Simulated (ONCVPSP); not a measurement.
## Scattering properties, ONCV potential for S

* Element: sulfur
* Generator: ONCVPSP 4.0.1
* Type: optimised norm-conserving Vanderbilt (ONCV)
* Functional: PBE
* Relativity: scalar-relativistic
* Frozen core: [Ne]
* Valence charge: 6
* Reference configuration: 3s2 3p4
* Partial waves: 3s: rc 1.20 bohr, ncon 4, nbas 8, qcut 6 1/bohr, 2 projectors, debl 2 Ha; 3p: rc 1.70 bohr, ncon 4, nbas 8, qcut 5.4 1/bohr, 3 projectors, debl 3 Ha; d scattering state at 0.4 Ha: rc 1.85 bohr, ncon 5, nbas 9, qcut 5.5 1/bohr, 2 projectors, debl 3.3 Ha
* Local potential: polynomial inside 1.05 bohr (lpopt 5, dvloc0 2 Ha)
* Core correction: Teter function, fcfact 4.25, rcfact 1.6

The phase is arctan(r·R′/R) of the radial function R(r), unwrapped; energies in Ha, scanned from -2 to 5 Ha. A pole is an energy at which the radial function vanishes at the test radius. The pseudo phase is shifted by a multiple of π to meet the all-electron one at the reference energy, and phase errors are pseudo minus all-electron; the curves can meet again beyond the range given. Levels narrower than the energy grid can be missing from the lists of poles.

```
channel  radius (bohr)  reference energy (Ha)  poles, all-electron  poles, pseudo  unbroken range about the reference energy with phases within 0.05 rad  phase error 1 Ha above the reference energy (rad)
      s           1.22                  -0.63                 none           none                                                        the whole range                                             +0.000
      p           1.72                  -0.26                 1.59           1.59                                                        the whole range                                             -0.000
      d           1.87                   0.40                 1.69           1.69                                                        the whole range                                             +0.000
```

Note: ghosts flagged at negative energy: s at -165.4 eV; no localised positive-energy state flagged. A true bound ghost makes a file unfit for plane-wave use.

Phases in the p channel:

```json
{"E (Ha)": "-1.98", "all-electron": "1.013", "pseudo": "1.012"}
{"E (Ha)": "-1.62", "all-electron": "0.870", "pseudo": "0.870"}
{"E (Ha)": "-1.26", "all-electron": "0.617", "pseudo": "0.617"}
{"E (Ha)": "-0.90", "all-electron": "0.148", "pseudo": "0.148"}
{"E (Ha)": "-0.54", "all-electron": "-0.491", "pseudo": "-0.491"}
{"E (Ha)": "-0.18", "all-electron": "-0.955", "pseudo": "-0.955"}
{"E (Ha)": "0.18", "all-electron": "-1.207", "pseudo": "-1.207"}
{"E (Ha)": "0.54", "all-electron": "-1.353", "pseudo": "-1.353"}
{"E (Ha)": "0.90", "all-electron": "-1.448", "pseudo": "-1.448"}
{"E (Ha)": "1.26", "all-electron": "-1.518", "pseudo": "-1.518"}
{"E (Ha)": "1.62", "all-electron": "-1.575", "pseudo": "-1.575"}
{"E (Ha)": "1.98", "all-electron": "-1.625", "pseudo": "-1.625"}
{"E (Ha)": "2.34", "all-electron": "-1.675", "pseudo": "-1.675"}
{"E (Ha)": "2.70", "all-electron": "-1.729", "pseudo": "-1.729"}
{"E (Ha)": "3.06", "all-electron": "-1.795", "pseudo": "-1.795"}
{"E (Ha)": "3.42", "all-electron": "-1.885", "pseudo": "-1.885"}
{"E (Ha)": "3.78", "all-electron": "-2.028", "pseudo": "-2.028"}
{"E (Ha)": "4.14", "all-electron": "-2.295", "pseudo": "-2.295"}
{"E (Ha)": "4.50", "all-electron": "-2.859", "pseudo": "-2.859"}
{"E (Ha)": "4.86", "all-electron": "-3.631", "pseudo": "-3.631"}
```
